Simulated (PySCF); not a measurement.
# One molecule, several mistakes: AlBC2H6

Calculated results; nothing here was measured. The program is PySCF 2.14.0, an open-source quantum chemistry code, run on an isolated molecule that a program drew, which may never have been made. The molecule is AlBC2H6 (charge 0, singlet), drawn as the SMILES string `B=[C](C)[AlH2]`.

Each row is a Hartree-Fock (HF) and frozen-core CCSD(T) single point in the cc-pV(D+d)Z basis, meant for a local HF minimum. Run 1 is clean. Each other run has one planted mistake out of seven kinds, and not every kind appears here: one electron removed, one electron added, multiplicity raised by two, geometry at a saddle point, minimal basis STO-3G, one bond length entered in bohr, all coordinates scaled. The reference is restricted for singlets and unrestricted otherwise, and also for a bond in bohr. Adding or removing an electron swaps singlet and doublet. Electrons count all cores. HOMO and LUMO are orbital energies over both spins, the gradient is its largest component, and the lowest frequency (negative if imaginary) is given only where the gradient is small. Bond lengths are over the 9 bonds as drawn. T1 is the CCSD diagnostic: over 0.02 (restricted) or 0.045 (unrestricted) a single reference is doubtful.

Geometry of the clean run:
```xyz
10
AlBC2H6, angstrom
B    -2.3413   -0.9617   -2.0218
C    -1.0605   -0.7189   -1.6287
C     0.2671   -1.3975   -1.3647
Al   -1.2400    1.2154   -1.3800
H    -3.4713   -1.0126   -2.3436
H     0.6255   -1.9041   -2.2629
H     1.0441   -0.6996   -1.0503
H     0.1652   -2.1495   -0.5798
H    -2.6057    1.9708   -1.6413
H     0.0473    1.9978   -0.9035
```

```
run,electrons,basis functions,<S^2>,HOMO (eV),LUMO (eV),gradient (hartree/bohr),lowest frequency (cm^-1),mean bond (Å),longest bond (Å),T1,HF (hartree),CCSD(T) (hartree),mistake
1,36,95,0.000,-8.99,1.75,3.8e-05,28,1.3830,1.959,0.0140,-345.77785,-346.26891,no fault
2,37,95,0.778,0.70,6.26,6.7e-02,-,1.3830,1.959,0.0188,-345.71585,-346.22561,one electron added
3,36,95,0.766,-8.60,1.54,2.6e-02,-,1.4909,2.063,0.0558,-345.65725,-346.14285,one bond length entered in bohr
4,35,95,0.756,-16.32,-6.47,6.0e-02,-,1.3830,1.959,0.0169,-345.49883,-345.94295,one electron removed
5,36,30,0.000,-6.44,8.24,7.6e-02,-,1.3830,1.959,0.0131,-341.60559,-341.85725,?
```

**Which mistake was planted in run 5, and what did it cost?**

It has 30 basis functions where the clean run has 95, with the same electrons and geometry. So the mistake is: minimal basis STO-3G. Subtracting run 1 and multiplying by 627.51 kcal/mol a hartree, the energy moved by 2618.1 kcal/mol in HF and 2768.4 kcal/mol in CCSD(T).

Cautions from the logs. Run 2: the HOMO is above zero, so the electron isn't bound and the energy depends on the basis; run 3: T1 is over the limit, so its CCSD(T) energy is less reliable.
